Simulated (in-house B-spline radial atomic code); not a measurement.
Configurations of the promethium ion Pm⁷⁺, with energies counted from [Kr] 4d10 (4f5/2)3 5s2 (5p1/2)2 (5p3/2)1. Computed with an all-electron radial atomic-structure program (B-spline basis): Dirac-Hartree-Fock, average of each configuration as written, Fermi nucleus of rms radius 4.962 fm. Energies include first-order Breit, QED and recoil terms.

Occupations are held fixed; configurations that lie above the ionisation limit could autoionise.

| configuration | E - E(ref) (eV) | highest orbital | its <r> (bohr) |
| --- | --- | --- | --- |
| [Kr] 4d10 (4f7/2)3 5s2 (5p1/2)1 (5p3/2)2 | 6.3625 | 4f7/2 | 0.8142 |
| [Kr] 4d10 (4f5/2)1 (4f7/2)2 5s2 (5p1/2)1 (5p3/2)2 | 6.5712 | 4f7/2 | 0.8153 |
| [Kr] 4d10 (4f5/2)3 5s2 (5p1/2)2 (6d3/2)1 | 65.958 | 6d3/2 | 3.314 |
| [Kr] 4d10 (4f5/2)2 (4f7/2)1 5s2 (5p1/2)2 (8p3/2)1 | 88.871 | 8p3/2 | 6.589 |
| [Kr] 4d10 (4f7/2)2 5s2 (5p1/2)1 (5p3/2)2 (7g9/2)1 | 97.598 | 7g9/2 | 7.651 |
| [Kr] (4d3/2)4 (4d5/2)5 (4f5/2)2 (4f7/2)1 5s2 (5p3/2)3 (9g7/2)1 | 237.61 | 9g7/2 | 13.55 |

(1) Order these further configurations by energy, lowest first.
A. [Kr] (4d3/2)4 (4d5/2)5 (4f7/2)3 5s2 (5p3/2)3 (9f5/2)1
B. [Kr] 4d10 (4f5/2)3 5s2 (5p1/2)2 (9g7/2)1
C. [Kr] 4d10 (4f7/2)2 5s2 (5p1/2)1 (5p3/2)2 (5g9/2)1
D. [Kr] 4d10 (4f7/2)2 5s2 (5p1/2)1 (5p3/2)2 9s1
E. [Kr] 4d10 (4f5/2)3 5s2 (5p1/2)1 (5p3/2)1 (7g9/2)1

(2) How far above the reference does [Kr] 4d10 (4f5/2)1 (4f7/2)2 5s2 (5p3/2)3 lie?

(3) How far above the reference does [Kr] 4d10 (4f5/2)1 (4f7/2)2 5s2 (5p1/2)1 (5p3/2)1 9s1 lie?

Answers

(1) C (80.3 eV), D (96.194 eV), E (97.8 eV), B (100.55 eV), A (238.01 eV).

(2) 11.718 eV; its least bound orbital is 5p3/2 with <r> = 1.478 bohr.

(3) 98.723 eV; its least bound orbital is 9s1/2 with <r> = 8.407 bohr.
